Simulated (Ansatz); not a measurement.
Ideal-gas functions of `C[O][Al]([Cl])[Cl]` at 600 K and 1 bar, from an Ansatz frequency run at PBE0-D4/def2-TZVP.

Molar mass 128.92 g/mol, point group Cs (symmetry number 1), electronic degeneracy 1, moments of inertia 200.846, 280.06, 477.741 u Å². Harmonic wavenumbers (cm⁻¹, unscaled): 83, 84, 101, 145, 236, 243, 420, 622, 775, 1181, 1191, 1235, 1486, 1495, 1501, 3021, 3091, 3100.

Use S(trans) = R[1.5 ln M + 2.5 ln T − 1.1517]; rotational temperatures θ = 24.2544 K / I; S(rot) = R[ln(√π/σ · √(T³/θAθBθC)) + 1.5]; for each mode x = 1.438777 ν̃/T, S = R[x/(eˣ − 1) − ln(1 − e⁻ˣ)] and H = RT x/(eˣ − 1); 1 cm⁻¹ = 0.0119627 kJ/mol; R = 8.31446 J/(mol·K).

Task: By hand: the entropy, in J/(mol·K).

Result: Translation 184.0. Rotation: θ = 0.1208, 0.0866, 0.0508 K, giving 128.4. Vibration, mode by mode: 21.75, 21.65, 20.12, 17.14, 13.16, 12.92, 8.60, 5.72, 4.26, 1.98, 1.94, 1.79, 1.10, 1.08, 1.07, 0.05, 0.04, 0.04, in all 134.4. Electronic 0.0. Sum 446.8 J/(mol·K).

Task: By hand: H − E and G − E in kJ/mol, counted from the electronic energy.

Result: Zero-point energy ½ × 20010 × 0.0119627 = 119.7; thermal vibration 35.9; translation, rotation and pV give 4 RT = 20.0. H − E = 175.6 kJ/mol, and G − E = 175.6 − 600 × 446.8/1000 = -92.5 kJ/mol.

Vibration gives 30 % of the entropy, 80.7 J/(mol·K) of it from the modes under 150 cm⁻¹: soft modes count most, and the harmonic formula is weakest for them. The sum counts one conformer and one mirror image; others add a mixing term.
